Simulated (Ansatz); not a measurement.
Cartesian coordinates in Å:
```
C 1.9458 -0.6683 -0.5476
O 0.5795 -0.9869 -0.7049
Si -0.6857 0.0227 -0.5219
O -2.0225 -0.7310 -1.0613
Si -1.0662 0.7257 1.6702
Br -0.2632 1.8457 -1.7637
H 2.2409 0.1391 -1.2237
H 2.1681 -0.3667 0.4811
H 2.5266 -1.5605 -0.7829
H -2.0230 -1.0687 -1.9599
H 0.1844 1.3431 2.1874
H -2.1555 1.7342 1.6930
H -1.4292 -0.4283 2.5342
```

Charge 0, multiplicity 1.

Task: List the PBE/def2-TZVPP orbital energies in eV (Ansatz). (Best estimate.)

Result: Computed: Occupied: -13088.72, -1781.19, -1779.60, -1681.85, -1516.22, -1516.16, -1516.16, -510.72, -510.72, -270.41, -228.64, -170.78, -170.62, -170.61, -138.71, -137.40, -95.50, -95.45, -95.41, -94.13, -94.12, -94.12, -67.46, -67.41, -67.41, -67.28, -67.28, -25.90, -25.34, -19.19, -17.32, -14.42, -13.19, -12.67, -11.34, -11.30, -10.37, -9.24, -8.72, -8.64, -8.41, -8.04, -7.80, -7.16, -7.08, -6.72. Lowest empty: -0.90, -0.83, -0.37, 0.21, 0.60, 1.05, 1.15, 1.21.
